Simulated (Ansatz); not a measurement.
Ansatz (an electronic-structure program) input (CCSD(T)/def2-SVPD):

Ansatz 0.2 input:
```yaml
crystal:
  periodic: [false, false, false]
  atoms:
    - {symbol: Ga, position_ang: [0.00000000, 0.00000000, 0.00000000]}
    - {symbol: Cl, position_ang: [0.00000000, 0.00000000, 2.03809336]}
    - {symbol: Cl, position_ang: [-0.00000000, -0.00000000, -2.03809336]}
basis:
  gaussian:
    orbitals: def2-SVPD
total_charge: 1
magnetization: {spin_polarized: false}
correlation: {method: ccsd_t, electrons: outside_noble_gas}
output: {forces: true}
```

End of the output:

```
integrals: 0.10 GiB planned
851 factors; integrals over basis functions are off by at most 6.2e-4 eV
mean field: 0.40 GiB planned
mean field evaluation 1: about -77319.8705 eV, gradient 2.7e1 eV
mean field evaluation 2: about -77319.9057 eV, gradient 2.7e1 eV
mean field evaluation 4: about -77322.0079 eV, gradient 2.4e0 eV
mean field evaluation 8: about -77322.0229 eV, gradient 1.2e-1 eV
mean field evaluation 16: about -77321.4441 eV, gradient 1.6e1 eV
mean field -77322.02299150 eV, -2841.5319341880 hartree, gradient 1.4e-6 eV, S^2 0.000000; 0 other end points of the search recorded, 0 dependent functions left out
24 core orbitals not correlated
reference -77322.02299150 eV, -2841.5319341880 hartree; 8, 8 occupied and 60, 60 virtual orbitals, 851 factors
densities: 0.27 GiB planned
second order -8.91278854 eV of doubles, -0.00000000 eV of singles
coupled cluster: 0.20 GiB planned
cycle   1  -9.39686903 eV  change   -4.8e-1 eV  update   6.8e-2
cycle   2  -9.57313733 eV  change   -1.8e-1 eV  update   2.0e-2
cycle   3  -9.61887291 eV  change   -4.6e-2 eV  update   1.2e-2
cycle   4  -9.61548457 eV  change    3.4e-3 eV  update   2.6e-3
cycle   5  -9.61409008 eV  change    1.4e-3 eV  update   7.1e-4
cycle   6  -9.61395154 eV  change    1.4e-4 eV  update   2.0e-4
cycle   7  -9.61396172 eV  change   -1.0e-5 eV  update   4.8e-5
cycle   8  -9.61397156 eV  change   -9.8e-6 eV  update   1.6e-5
cycle   9  -9.61396982 eV  change    1.7e-6 eV  update   5.2e-6
perturbative correction -0.29496189 eV, -0.0108396494 hartree
the calculation of the forces begins
Total energy: -77331.93192321 eV, -2841.8960807117 hartree
Atom 0 at     0.000000     0.000000     0.000000 Å, force     0.000000     0.000000     0.000000 eV/Å
Atom 1 at     0.000000     0.000000     2.038093 Å, force     0.000000     0.000000     0.702124 eV/Å
Atom 2 at    -0.000000    -0.000000    -2.038093 Å, force    -0.000000    -0.000000    -0.702124 eV/Å
Dipole moment:    -0.000000    -0.000000     0.000000 e Å
```
